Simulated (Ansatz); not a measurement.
AlH4SbSi, SMILES `[AlH]1[SiH2][SbH]1`, 7 atoms. Charge 0, multiplicity 1. Correlated methods include outer-core shells of Sb, which these sets cover unevenly. Sb: def2 effective core potential. All runs use 2 threads of an AMD EPYC 7B13 on a shared host. Correlated methods freeze the cores.

Q: How many basis functions does each run have, and how long does it take in Ansatz? RKS PBE0-D4/def2-SVP energy; RHF-CCSD(T)/def2-SVP energy; RKS PBE-D4/def2-TZVPP energy and forces; RHF-CCSD(T)/def2-TZVPP energy; RKS ωB97M-V/def2-QZVPP energy; RKS revPBE-D4/def2-TZVPP energy; RKS r2SCAN0-D4/def2-TZVPP energy; RKS PBE0-D4/def2-TZVP frequencies; RKS PBE0-D4/def2-QZVPP energy; RKS ωB97M-V/def2-SVP energy; RHF-MP2/def2-QZVPP energy; RKS ωB97X-V/def2-TZVPP energy. (Estimate.)

A: Computed: Other jobs shared the machine, so times are rough.

```json
{"level": "RKS PBE0-D4/def2-SVP", "job": "energy", "functions": "82", "wall time": "1.4 s", "peak host memory (GiB)": "0.17"}
{"level": "RKS revPBE-D4/def2-TZVPP", "job": "energy", "functions": "190", "wall time": "2 s", "peak host memory (GiB)": "0.24"}
{"level": "RKS PBE-D4/def2-TZVPP", "job": "energy and forces", "functions": "190", "wall time": "2.4 s", "peak host memory (GiB)": "0.24"}
{"level": "RHF-CCSD(T)/def2-SVP", "job": "energy", "functions": "82", "wall time": "2.8 s", "peak host memory (GiB)": "0.24"}
{"level": "RKS r2SCAN0-D4/def2-TZVPP", "job": "energy", "functions": "190", "wall time": "4.9 s", "peak host memory (GiB)": "0.46"}
{"level": "RKS ωB97M-V/def2-SVP", "job": "energy", "functions": "82", "wall time": "5.5 s", "peak host memory (GiB)": "0.27"}
{"level": "RKS ωB97X-V/def2-TZVPP", "job": "energy", "functions": "190", "wall time": "7.5 s", "peak host memory (GiB)": "0.54"}
{"level": "RKS PBE0-D4/def2-QZVPP", "job": "energy", "functions": "342", "wall time": "7.5 s", "peak host memory (GiB)": "1.1"}
{"level": "RHF-MP2/def2-QZVPP", "job": "energy", "functions": "342", "wall time": "14 s", "peak host memory (GiB)": "1.3"}
{"level": "RKS ωB97M-V/def2-QZVPP", "job": "energy", "functions": "342", "wall time": "20 s", "peak host memory (GiB)": "1.2"}
{"level": "RHF-CCSD(T)/def2-TZVPP", "job": "energy", "functions": "190", "wall time": "46 s", "peak host memory (GiB)": "2"}
{"level": "RKS PBE0-D4/def2-TZVP", "job": "frequencies", "functions": "148", "wall time": "95 s", "peak host memory (GiB)": "0.4"}
```
